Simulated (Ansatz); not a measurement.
Calculated with Ansatz (gas phase, PBE0-D4/def2-TZVP geometries, no zero-point term in ΔE). CCSD(T)/CBS is the MP2 limit (def2-TZVPP, def2-QZVPP) plus CCSD(T) − MP2 in def2-TZVPP, frozen cores. This one scheme is used for every species. DFT in def2-TZVPP. B3LYP here is the variant with VWN-RPA as its local correlation; programs differ in this. One conformer a species, not always the lowest.

`C[SiH](F)CO` + H₂S → `OC[SiH](F)S` + CH₄  (ligand exchange at the Si–C bond)

`C[SiH](F)CO`:

Cartesian coordinates in Å:
```
C -0.932 -1.201 1.055
Si 0.412 -0.513 -0.022
F 0.334 -1.207 -1.477
C 0.230 1.326 -0.361
O 1.141 1.771 -1.358
H -0.821 -2.281 1.175
H -0.892 -0.748 2.050
H -1.920 -1.003 0.632
H 1.761 -0.822 0.516
H 0.455 1.896 0.546
H -0.809 1.573 -0.627
H 1.040 1.208 -2.131
```

H₂S:

```xyz
3

S    -0.035   -0.417    0.457
H     0.974    0.074   -0.276
H    -0.939    0.343   -0.180
```

`OC[SiH](F)S`:

Z-matrix (Å, degrees):
```
C
Si 1 1.880
O 1 1.425 2 110.3
H 1 1.098 2 111.3 3 124.5
H 1 1.093 2 109.9 3 -117.4
S 2 2.114 1 109.2 3 55.3
F 2 1.607 1 105.1 3 -64.1
H 2 1.481 1 115.4 3 177.9
H 3 0.961 1 108.3 2 66.8
H 6 1.348 2 91.2 1 -31.5
```

CH₄:

Z-matrix (Å, degrees):
```
C
H 1 1.090
H 1 1.090 2 109.5
H 1 1.090 2 109.5 3 -120.0
H 1 1.090 2 109.5 3 120.0
```

| level | ΔE (kcal/mol) | difference from CCSD(T)/CBS |
| --- | --- | --- |
| PBE-D4 | -17.7 | -1.3 |
| PBE0-D4 | -17.2 | -0.8 |
| ωB97M-V | -16.3 | 0.1 |
| B2PLYP | -16.5 | -0.1 |
| r2SCAN | -17.5 | -1.1 |
| PBE0 | -16.7 | -0.3 |
| B3LYP | -16.0 | 0.4 |
| HF/def2-TZVPP | -15.0 | 1.4 |
| SCS-MP2/def2-TZVPP | -16.4 | 0.0 |
| CCSD/def2-TZVPP | -15.3 | 1.1 |
| CCSD(T)/CBS | -16.4 | 0 |

Largest T1 diagnostic among the species: 0.012.

The D4 term adds −0.9 kcal/mol with B3LYP and −0.4 kcal/mol with PBE0; it sums over pairs of atoms, weighted by their polarisabilities, and B3LYP, whose exchange is more repulsive, gets the larger term. In def2-TZVPP, CCSD(T) changes the Hartree–Fock value by −0.9 kcal/mol (the triples alone add −0.6 kcal/mol) and MP2 by −2.1 kcal/mol.
